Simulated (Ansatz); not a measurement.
A run for Ansatz (an electronic-structure program): R-CCSD(T)/aug-cc-pVDZ on C3H12GaN (a complex), monomers drawn apart or pushed together. The run froze 18 orbitals, filled d shells among them.

Ansatz 0.2 input:
```yaml
crystal:
  periodic: [false, false, false]
  atoms:
    - {symbol: Ga, position_ang: [-0.74918679, 0.40672621, 1.71060508]}
    - {symbol: H, position_ang: [-1.49296131, 1.74067304, 2.13116659]}
    - {symbol: H, position_ang: [0.59104748, 0.53920122, 0.87650540]}
    - {symbol: H, position_ang: [-1.62811274, -0.89356630, 1.49561764]}
    - {symbol: C, position_ang: [-1.06076710, -0.22716911, 4.41536309]}
    - {symbol: N, position_ang: [0.02921615, -0.05067883, 3.44096714]}
    - {symbol: C, position_ang: [0.79348901, -1.30126114, 3.29747015]}
    - {symbol: C, position_ang: [0.91801226, 1.04548082, 3.86183696]}
    - {symbol: H, position_ang: [-0.66197400, -0.48587224, 5.40254980]}
    - {symbol: H, position_ang: [-1.72259682, -1.02105508, 4.07476376]}
    - {symbol: H, position_ang: [-1.63129543, 0.69667603, 4.48800242]}
    - {symbol: H, position_ang: [1.24740506, -1.59141151, 4.25155832]}
    - {symbol: H, position_ang: [1.57582943, -1.16138449, 2.55405860]}
    - {symbol: H, position_ang: [0.12766730, -2.09299823, 2.95967919]}
    - {symbol: H, position_ang: [1.37524303, 0.82457344, 4.83273998]}
    - {symbol: H, position_ang: [1.70033004, 1.18015237, 3.11745199]}
    - {symbol: H, position_ang: [0.34316920, 1.96657189, 3.93554019]}
basis:
  gaussian:
    orbitals: aug-cc-pVDZ
magnetization: {spin_polarized: false}
correlation: {method: ccsd_t, electrons: outside_noble_gas}
scf: {lower_state_search: off}
```

Program output:

```
WARN ansatz: RAYON_NUM_THREADS=6 ignored (pool sized by the plan → 6); use --threads N
Functional definition: HF
these checks for a lower state are left out or cut short: stability, starts, cluster_reference, orbital_swaps, neighbouring_geometries, increment
integrals: 1.67 GiB planned
2358 factors; integrals over basis functions are off by at most 6.2e-4 eV
mean field: 1.39 GiB planned
mean field evaluation 1: about -57091.8916 eV, gradient 3.6e1 eV
mean field evaluation 2: about -57091.9180 eV, gradient 3.6e1 eV
mean field evaluation 4: about -57095.9775 eV, gradient 5.5e0 eV
mean field evaluation 8: about -57096.0604 eV, gradient 1.9e-1 eV
mean field -57096.06052367 eV, -2098.2415231449 hartree, gradient 1.5e-6 eV, S^2 0.000000; 0 other end points of the search recorded, 0 dependent functions left out
18 core orbitals not correlated, not the lowest: weight in the atoms' cores, before any rotation towards them, 0.960 or more for the frozen orbitals, at most 0.032 for the correlated occupied ones
reference -57096.06052367 eV, -2098.2415231449 hartree; 16, 16 occupied and 202, 202 virtual orbitals, 2358 factors
second order -20.03351852 eV of doubles, -0.00000000 eV of singles
coupled cluster: 4.91 GiB planned
cycle   1  -21.34338766 eV  change    -1.3e0 eV  update   1.0e-1
cycle   2  -21.99099094 eV  change   -6.5e-1 eV  update   2.9e-2
cycle   3  -22.07976754 eV  change   -8.9e-2 eV  update   1.1e-2
cycle   4  -22.07743235 eV  change    2.3e-3 eV  update   2.7e-3
cycle   5  -22.07797448 eV  change   -5.4e-4 eV  update   9.9e-4
cycle   6  -22.07810704 eV  change   -1.3e-4 eV  update   2.6e-4
cycle   7  -22.07801407 eV  change    9.3e-5 eV  update   9.2e-5
cycle   8  -22.07801268 eV  change    1.4e-6 eV  update   2.8e-5
perturbative correction -0.69703792 eV, -0.0256156710 hartree
Total energy: -57118.83557426 eV, -2099.0784908169 hartree
Checks for a lower state left out: stability, starts, cluster_reference, orbital_swaps, neighbouring_geometries, increment
```

The run converged.

Cost: very roughly 6 core-minutes.
